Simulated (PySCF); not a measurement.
## Spinor energies of Cs³⁸⁺ (caesium, charge +38)

Start: [Ne] 3s2 3p5; 3p1/2 filled at m_j = -1/2, +1/2; 3p3/2 filled at m_j = -1/2, +1/2, +3/2. Calculated with PySCF 2.14 in an even-tempered Gaussian basis (19 s from 7.7 bohr⁻², ratio 2.4; 14 p from 10 bohr⁻², ratio 2.4; 4 d from 39 bohr⁻², ratio 2.6; 4 f from 58 bohr⁻², ratio 2.6): generalised Hartree-Fock with the X2C-1e Hamiltonian and a Gaussian nucleus; one run each with spin-orbit coupling (SO) switched off, then screened by Boettger's factors.

```json
{"spinor shell": "1s1/2", "electrons": "2", "ε, spin-free (eV)": "-38343.3", "ε, screened SO (eV)": "-38338.0", "weight of nominal j (screened SO)": "1.000", "rms radius, screened SO (bohr)": "0.0298"}
{"spinor shell": "2s1/2", "electrons": "2", "ε, spin-free (eV)": "-7880.1", "ε, screened SO (eV)": "-7878.0", "weight of nominal j (screened SO)": "1.000", "rms radius, screened SO (bohr)": "0.120"}
{"spinor shell": "2p1/2", "electrons": "2", "ε, spin-free (eV)": "-7291.8", "ε, screened SO (eV)": "-7543.4", "weight of nominal j (screened SO)": "1.000", "rms radius, screened SO (bohr)": "0.103"}
{"spinor shell": "3s1/2", "electrons": "2", "ε, spin-free (eV)": "-2989.3", "ε, screened SO (eV)": "-2988.6", "weight of nominal j (screened SO)": "1.000", "rms radius, screened SO (bohr)": "0.291"}
{"spinor shell": "3p1/2", "electrons": "2", "ε, spin-free (eV)": "-2799.1", "ε, screened SO (eV)": "-2858.6", "weight of nominal j (screened SO)": "0.998", "rms radius, screened SO (bohr)": "0.280"}
{"spinor shell": "3p3/2", "electrons": "3", "ε, spin-free (eV)": "-2799.1", "ε, screened SO (eV)": "-2771.9", "weight of nominal j (screened SO)": "0.999", "rms radius, screened SO (bohr)": "0.289"}
```

Question: Where does 2p3/2 lie, and what is the 2p spin-orbit splitting (screened SO)?

Answer: At -7178.2 eV, 365.24 eV above 2p1/2.

```csv
quantity,spin-free,screened SO
E (hartree),-6586.77813,-6590.47054
M_J,3/2,3/2
⟨J²⟩,3.751,3.751
⟨L²⟩,2.000,2.013
⟨S²⟩,0.750,0.763
```

Each row is a mean over spinors that exchange with the open shell spreads, by up to 19.606 eV (3s1/2).

Breit and QED terms are absent; they matter most for the inner s and p1/2 levels.

Densities and radii are taken from the X2C orbitals without a picture-change correction, which distorts them close to the nucleus.

Without spin-orbit coupling the j labels of p, d and f shells carry no meaning; the spin-free column gives the mean over the occupied spinors of each nl shell.
